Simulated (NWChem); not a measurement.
Molecule: CH5BOSe; SMILES COB[SeH]

```xyz
9

B     -0.5671    -0.5993     0.0000
H     -1.7619    -0.8420     0.0000
O      0.3691    -1.5761     0.0000
C      0.0351    -2.9559     0.0000
H      0.4714    -3.4371    -0.8995
H      0.4714    -3.4371     0.8995
H     -1.0649    -3.1130     0.0000
Se     0.0835     1.2456     0.0000
H     -1.2833     1.8178     0.0000
```
Atoms are numbered in this order, from 1.

All runs: NWChem. Pople sets run with spherical d functions. All runs use the structure optimised with PBE-D3(BJ)/def2-SVP.

Task: Taking B3LYP/6-311G** as the yardstick, which of these has the fewest basis functions while keeping “highest occupied level (eV)” within 0.1 eV of it: B3LYP/6-31G*; B3LYP/STO-3G; B3LYP/3-21G?

Result: none of them.
```tsv
level	basis functions	highest occupied level (eV)
B3LYP/STO-3G	38	-4.13
B3LYP/3-21G	59	-6.48
B3LYP/6-31G*	84	-6.65
B3LYP/6-311G**	128	-6.78
```

The yardstick is one finite set, not the basis-set limit.
